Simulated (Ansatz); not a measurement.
`[SiH3]N([SiH2]Cl)[SiH2]Cl` → `[SiH3]N[SiH2]Cl` + `[SiH]Cl`  (silylene formation by 1,1-elimination)

Calculated with Ansatz (gas phase, PBE0-D4/def2-TZVP geometries, no zero-point term in ΔE). CCSD(T)/CBS adds triple-zeta CCSD(T) − MP2 to the extrapolated MP2 energy (def2 sets, frozen cores). This one scheme is used for every species. DFT in def2-TZVPP. Each species was taken in one conformer, which may not be the lowest.

`[SiH3]N([SiH2]Cl)[SiH2]Cl`:

```xyz
13

Si    1.579    0.625   -0.362
N    -0.013   -0.001   -0.005
Si   -1.373    0.213   -1.049
Cl   -0.695    1.290   -2.671
Si   -0.130   -0.860    1.487
Cl   -2.082   -1.489    1.679
H     2.150    0.033   -1.595
H     1.593    2.104   -0.450
H     2.406    0.202    0.805
H    -2.446    1.011   -0.420
H    -1.891   -1.069   -1.569
H     0.174    0.005    2.649
H     0.729   -2.065    1.501
```

`[SiH3]N[SiH2]Cl`:

```xyz
10

Si    0.208   -0.362   -1.519
N    -0.461   -0.478    0.076
Si   -0.200    0.578    1.393
Cl    1.517    0.146    2.455
H     0.794    0.996   -1.635
H     1.262   -1.381   -1.765
H    -0.854   -0.549   -2.543
H    -0.912   -1.354    0.306
H    -0.036    1.952    0.876
H    -1.317    0.451    2.355
```

`[SiH]Cl`:

```xyz
3

Si   -0.636    0.199    0.487
Cl    1.343   -0.430    0.553
H    -0.706    0.231   -1.040
```

CCSD(T)/CBS gives +2.68 eV.

Another level gave +2.54 eV. Which?
A. r2SCAN-D4/def2-TZVPP
B. PBE0/def2-TZVPP
C. ωB97X-V/def2-TZVPP
D. ωB97M-V/def2-TZVPP

B. PBE0 2.54, r2SCAN-D4 2.79, ωB97X-V 2.75, ωB97M-V 2.60 eV.

Largest T1 diagnostic among the species: 0.013.

From PBE to PBE0 (25 % exact exchange), in def2-TZVPP and without D4, ΔE moves by +0.20 eV. In def2-TZVPP, CCSD(T) changes the Hartree–Fock value by +0.20 eV (the triples alone add +0.04 eV) and MP2 by +0.43 eV. The D4 term adds +0.31 eV with B3LYP and +0.17 eV with PBE0; it sums over pairs of atoms, weighted by their polarisabilities, and B3LYP, whose exchange is more repulsive, gets the larger term.

B3LYP here is the variant with VWN-RPA as its local correlation; programs differ in this.
